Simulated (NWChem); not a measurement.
System: BSiNH6O2; SMILES N[SiH2]B(O)O

Input file for NWChem:

```
start job
memory heap 200 mb stack 900 mb global 1100 mb
geometry units angstroms
  Si    -0.876867    -0.671089     0.407371
  N     -2.060652     0.526013    -0.051060
  B      0.866635     0.076673    -0.121683
  O      1.995552    -0.398791     0.447984
  O      1.031769     1.053263    -1.063168
  H     -0.998477    -1.093498     1.819576
  H     -1.336122    -1.839647    -0.365283
  H     -3.033009     0.270714     0.025775
  H     -1.950101     1.463703     0.305257
  H      2.804730     0.002489     0.120832
  H      0.232633     1.374912    -1.477504
end
basis spherical
  * library def2-svp
end
dft
  xc pbe0
  iterations 150
end
driver
  maxiter 120
end
task dft optimize
task dft freq
```

The level has its own optimisation; frequencies are unscaled.

Problem. What results follow from this input? (PBE0/def2-SVP.) Quantities: r N–Si (Å); r B–Si (Å); r H–N (Å); highest harmonic frequency (cm⁻¹); lowest (cm⁻¹); zero-point energy (kcal/mol); dipole (D).

Solution. 
```yaml
r N–Si (Å): 1.776
r B–Si (Å): 2.031
r H–N (Å): 1.017
highest harmonic frequency (cm⁻¹): 3853
lowest (cm⁻¹): 93
zero-point energy (kcal/mol): 49.4
dipole (D): 1.85
```
